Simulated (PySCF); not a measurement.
PySCF input for F₂S, SMILES FSF (connectivity only; charge and spin as stated), charge -1, multiplicity 2, PBE0/pcH-1. Geometry optimised at B3LYP-D3(BJ)/def2-TZVPD. A frequency run showed that this geometry is not a minimum. The multiplicity is an assumed one; other spin states were not compared.

```python
import numpy as np
from pyscf import gto, scf, dft
from pyscf.prop.hfc import uks as hfc
from pyscf.prop.gtensor import uks as gtensor

mol = gto.M(
    atom='''
    F     0.00000000   -1.17811154   -0.64814486
    S     0.00000000    0.00000000    0.72916297
    F     0.00000000    1.17811153   -0.64814486
    ''',
    basis='pcH-1',
    charge=-1,
    spin=1,
    max_memory=1600,
    verbose=3,
)
mf = dft.UKS(mol, xc='pbe0')
mf.grids.level = 3
mf.conv_tol = 1e-10
mf.max_cycle = 100
mf.kernel()
fine, coarse = mf.grids, dft.Grids(mol).set(level=1).build(with_non0tab=True)
for _ in range(3):  # follow internal instabilities
    mf.grids = coarse
    mo, _, stable, _ = mf.stability(return_status=True, nroots=4)
    mf.grids = fine
    if stable:
        break
    mf.kernel(mf.make_rdm1(mo, mf.mo_occ))
A = hfc.HFC(mf).make_fcdip(mf.make_rdm1())  # Fermi contact and dipolar terms, MHz
print('atom   A(iso)/MHz   principal dipolar parts/MHz')
for i, a in enumerate(A):
    w = np.linalg.eigvalsh((a + a.T) / 2)
    print(f'{mol.atom_symbol(i):2s}{i + 1:3d} {w.mean():12.2f}', (w - w.mean()).round(2))
gt = gtensor.GTensor(mf)
gt.dia_soc2e, gt.para_soc2e, gt.so_eff_charge = None, None, True
gt.max_cycle_cphf = 60
g = gt.kernel()
```

Log of the run:

```

WARN: HOMO -0.175176447632123 >= LUMO -0.175176447632107

converged SCF energy = -597.49540347463  <S^2> = 0.7541406  2S+1 = 2.0041363
<class 'pyscf.dft.uks.UKS'> wavefunction is stable in the internal stability analysis
atom   A(iso)/MHz   principal dipolar parts/MHz
F   1       701.03 [-274.24 -253.66  527.89]
S   2         0.20 [-77.41 -67.96 145.37]
F   3       701.03 [-274.24 -253.66  527.89]
SOC(1e)/OZ [-0.00799878 -0.00156746  0.02451769]
free electron g 2.00231930436182
g-tensor total [1.99420744 2.00063724 2.02672752]
g-shift (ppt) [-8.11186299 -1.68206516 24.40821257]
```

The calculation finished and met its thresholds.

Cost: very roughly 12 core-seconds.
